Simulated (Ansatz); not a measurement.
Sn, charge +1, doublet (all electrons, no relativity); R2SCAN/STO-3G (Ansatz, an electronic-structure program).

Here is a job for Ansatz.
Ansatz 0.2 input:
```yaml
crystal:
  periodic: [false, false, false]
  atoms:
    - {symbol: Sn, position_ang: [0.00000000, 0.00000000, 0.00000000]}
basis:
  gaussian:
    orbitals: STO-3G
    final_grid: {core_spheres: 6, valence_spheres: 12, degree: 29}
hamiltonian:
  xc: r2scan
total_charge: 1
magnetization: {spin_polarized: true, initial_magnetization: 1}
```

### Question
What does Ansatz print? Leave out banner, timings and long lists.

### Answer

```
Functional definition: r2SCAN
251 factors; integrals over basis functions are off by at most 2.9e-6 eV
mean field evaluation 1: about -162321.4704 eV, gradient 2.9e-1 eV
mean field evaluation 2: about -162321.4707 eV, gradient 6.4e-3 eV
mean field evaluation 4: about -162321.6093 eV, gradient 1.3e-3 eV
mean field evaluation 8: about -162321.5929 eV, gradient 3.7e-1 eV
mean field evaluation 16: about -162321.6093 eV, gradient 1.9e-6 eV
mean field -162321.60933185 eV, -5965.2091174068 hartree, gradient 3.9e-6 eV, S^2 0.750001; 3 other end points of the search recorded, 0 dependent functions left out
reference -162321.60933622 eV, -5965.2091175674 hartree; 25, 24 occupied and 2, 3 virtual orbitals, 251 factors
Total energy: -162321.60933622 eV, -5965.2091175674 hartree
```
